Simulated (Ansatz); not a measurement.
## Reading a saddle point

A first-order saddle point of BNH5Br, closed shell, PBE0-D4/def2-TZVP, with one imaginary mode of 1008i cm⁻¹:

B1  (-0.541, -0.645, 0.220)
N2  (-0.275, 0.772, -0.112)
H3  (-0.883, -1.362, -0.662)
H4  (-0.548, -0.949, 1.368)
H5  (0.982, 0.378, -0.239)
Br6  (2.190, -0.789, -0.201)
H7  (-0.329, 1.463, 0.624)
H8  (-0.596, 1.133, -0.999)
(Å)

Ansatz 0.2.0; basis: def2-TZVPP and def2-QZVPP; cores frozen in the correlated methods. Filled d shells of the heavier atoms are correlated. The def2 sets are not built for correlating such inner shells, so the correlated values are less sure here. Extrapolation: Hartree–Fock as exp(−7.88 √X), correlation as X^−2.97.

(1) Which contacts change along the imaginary mode, and what lies on either side? (A judgement: the text doesn't fix the answer.)

(2) Which side is lower, and how far does the saddle lie above each? (An estimate is asked for; the value comes from the calculation.)

The T1 diagnostic stays at or below 0.010.

Answers

(1) The calculation gives: The step is BNH₄ ([BH2][NH2]) + HBr → BH₂Br ([BH2][Br]) + NH₃ (still joined by a long B–N bond), with the molecules in contact on both sides. Shortening one way: B1–Br6, N2–H5; lengthening the same way: B1–N2, H5–Br6.
```tsv
pair	one side (Å)	saddle (Å)	other side (Å)
B1–Br6	4.10	2.77	2.03
N2–H5	2.17	1.32	1.02
B1–N2	1.39	1.48	1.62
H5–Br6	1.44	1.68	2.97
```

(2) Computed: The side with B1–Br6, N2–H5 short is lower by 0.693 eV; the saddle lies 1.358 eV above it and 0.665 eV above the other (CCSD(T) at an estimated basis limit (MP2 extrapolated from triple and quadruple zeta, plus CCSD(T) − MP2 in triple zeta); electronic energies).

Labels in which every atom is bracketed show which atoms are joined, not bond orders.

For scale, one of the runs: CCSD(T)/def2-TZVPP, 180 basis functions, launched by `ansatz run in.yaml --threads 4 --pin off --events-out ev --progress --plain --max-ram 9574MiB`. Hardware: 4 CPU threads of an Intel Xeon 6975P-C, shared host. Wall time 11 s; peak host memory 1.9 GiB.
